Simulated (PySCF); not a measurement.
chlorotrifluoromethane (CClF3), SMILES ClC(F)(F)F. Geometry: PBE-D3(BJ)/def2-SVP.

Level of theory: PySCF 2.14.0 with PBE-D3(BJ)/def2-SVP.

Harmonic wavenumbers (cm⁻¹): 335, 335, 451, 547, 547, 763, 1069, 1213, 1213. Rotational constants (GHz): 5.636, 3.236, 3.236; symmetry number 3.

Problem. Work out the zero-point energy and the ideal-gas rigid-rotor harmonic-oscillator thermochemistry at 298.15 K and 1 atm.

Solution. ZPE = ½ Σ hcν = ½ × 6471 cm⁻¹ = 38.71 kJ/mol. H − E(el) = 52.70 kJ/mol. Entropy in J/(mol K): translation 166.72, rotation 100.08, vibration 19.90, total 286.69. G − E(el) = -32.78 kJ/mol. Cp = 67.90 J/(mol K).
